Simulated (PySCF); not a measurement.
Continuum solvent and chemical shifts

Structure with atom numbers: `[N:1]#[C:2][C@@H:3]([F:4])[C:5]#[C:6][C:7](=[O:8])[OH:9]`. Hydrogens are named by the atom that carries them.

GIAO PBE0/pcSseg-1 in PySCF 2.14 on one PBE0-D3(BJ)/def2-SVP conformer, non-relativistic, equivalent nuclei averaged. Solvents enter as an IEF-PCM continuum (cyclohexane with ε = 2.0, acetone with ε = 20.5) around the gas-phase geometry. Shifts are referred to TMS, CFCl3 computed in the same medium.

In cyclohexane, δ in ppm: C7 155.8, C2 118.2, C6 88.1, C5 83.2, C3 68.3, F4 -208.3, H(O9) 6.62, H(C3) 5.88. Dipole moment 3.50 D.

Question: How does each δ change in the more polar medium?

Answer: 
```
atoms                                        environment  Δδ, acetone
   C7                             carboxylic acid carbon         +1.7
   C2                                     nitrile carbon         +2.7
   C6                                      alkyne carbon         +0.5
   C5                                      alkyne carbon         +1.3
   C3                 sp3 CH bonded to F, α to a nitrile         +1.2
   F4                          fluorine on an sp3 carbon         -2.6
H(O9)                hydrogen on an acid hydroxyl oxygen        +0.59
H(C3)  hydrogen on an sp3 CH bonded to F, α to a nitrile        +0.34
```

Changes are relative to cyclohexane. The dipole moment becomes 3.92 D in acetone.

Question: Which nuclei move most (in ppm), and what does the model miss?

Answer: C2 (nitrile carbon, +2.7 ppm) and F4 (fluorine on an sp3 carbon, -2.6 ppm) in acetone. A continuum only polarises the solute; specific hydrogen bonds, the anisotropy of aromatic solvents and changes of geometry or conformer are outside it.
